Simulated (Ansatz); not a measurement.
Gas-phase electronic energies from Ansatz, PBE0-D4/def2-TZVP geometries. CBS: MP2 limit from def2 TZ/QZ plus the TZ coupled-cluster correction, frozen cores. This one scheme is used for every species. Functionals use def2-TZVPP. For Ge outer-core shells are correlated without core-valence functions, which leaves a few kJ/mol of doubt a bond. Scalar relativity is left out up to krypton. Each species was taken in one conformer, which may not be the lowest.

Consider the ligand exchange at a Ge–O bond: `[OH][Ge][N]([SiH3])[SiH3]` + HCl → `[SiH3][N]([SiH3])[Ge][Cl]` + H₂O.

```json
{"level": "PBE-D4", "ΔE (kJ/mol)": "-49.6", "difference from CCSD(T)/CBS": "1.1"}
{"level": "revPBE-D4", "ΔE (kJ/mol)": "-50.5", "difference from CCSD(T)/CBS": "0.2"}
{"level": "r2SCAN0-D4", "ΔE (kJ/mol)": "-51.6", "difference from CCSD(T)/CBS": "-0.9"}
{"level": "ωB97X-V", "ΔE (kJ/mol)": "-44.8", "difference from CCSD(T)/CBS": "5.9"}
{"level": "PBE-QIDH", "ΔE (kJ/mol)": "-50.5", "difference from CCSD(T)/CBS": "0.2"}
{"level": "PBE", "ΔE (kJ/mol)": "-47.2", "difference from CCSD(T)/CBS": "3.5"}
{"level": "BLYP", "ΔE (kJ/mol)": "-42.4", "difference from CCSD(T)/CBS": "8.3"}
{"level": "CAM-B3LYP", "ΔE (kJ/mol)": "-40.6", "difference from CCSD(T)/CBS": "10.1"}
{"level": "LC-ωPBE", "ΔE (kJ/mol)": "-42.4", "difference from CCSD(T)/CBS": "8.3"}
{"level": "RPA@PBE/def2-TZVPP", "ΔE (kJ/mol)": "-40.9", "difference from CCSD(T)/CBS": "9.8"}
{"level": "HF/def2-SVP", "ΔE (kJ/mol)": "-54.1", "difference from CCSD(T)/CBS": "-3.4"}
{"level": "CCSD/def2-SVP", "ΔE (kJ/mol)": "-40.8", "difference from CCSD(T)/CBS": "9.9"}
{"level": "CCSD(T)/def2-SVP", "ΔE (kJ/mol)": "-39.8", "difference from CCSD(T)/CBS": "10.9"}
{"level": "CCSD/def2-TZVPP", "ΔE (kJ/mol)": "-44.1", "difference from CCSD(T)/CBS": "6.6"}
{"level": "CCSD(T)/def2-TZVPP", "ΔE (kJ/mol)": "-43.8", "difference from CCSD(T)/CBS": "6.9"}
{"level": "CCSD/CBS(def2)", "ΔE (kJ/mol)": "-51.0", "difference from CCSD(T)/CBS": "-0.3"}
{"level": "CCSD(T)/CBS", "ΔE (kJ/mol)": "-50.7", "difference from CCSD(T)/CBS": "0"}
```

Largest T1 diagnostic among the species: 0.014.

Leaving LDA and LC-ωPBE aside and taking each functional with its dispersion term where it has one, the values, not all of them listed here, spread over 10.6 kJ/mol, from HSE06-D4 to CAM-B3LYP-D4. LDA lies +4.4 kJ/mol from PBE without D4. From PBE to PBE0 (25 % exact exchange), in def2-TZVPP and without D4, ΔE moves by −3.9 kJ/mol. In def2-TZVPP, CCSD(T) changes the Hartree–Fock value by +6.7 kJ/mol (the triples alone add +0.3 kJ/mol) and MP2 by +3.0 kJ/mol.

CCSD(T)/CBS has its own doubt, a few kJ/mol and more with outer-core shells, so smaller differences from it don't rank the levels.
